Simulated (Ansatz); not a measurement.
Molecule: sum formula NbO₂F (charge -1, doublet). The spin state was set by rule; other spins were not relaxed. 
Structure (B3LYP-D3(BJ)/def2-TZVP (Ansatz, a quantum-chemistry and plane-wave program) minimum search):
```
Nb
O 1 1.7609
O 1 1.7609 2 111.56
F 1 1.9636 2 117.26 3 139.24
```
Charge -1, spin multiplicity 2.

Basis-set convergence of Hartree-Fock and MP2 correlation energies (hartree) with Ansatz. Correlated levels leave the core frozen unless marked. UHF or UKS for open shells. Spin-orbit coupling is left out. Frozen are the shells of the preceding noble gas and the d and f shells that filled before the atom's block. Past Kr the def2 sets carry scalar-relativistic core potentials. This anion needs diffuse functions, which these sets lack.

```csv
basis,functions,E(HF),"E(corr, MP2)"
def2-SVP,73,-305.48961,-0.74589
def2-TZVPP,149,?,?
```

What belongs in the gaps?


- def2-TZVPP, E(HF): -305.83025
- def2-TZVPP, E(corr, MP2): -0.93935
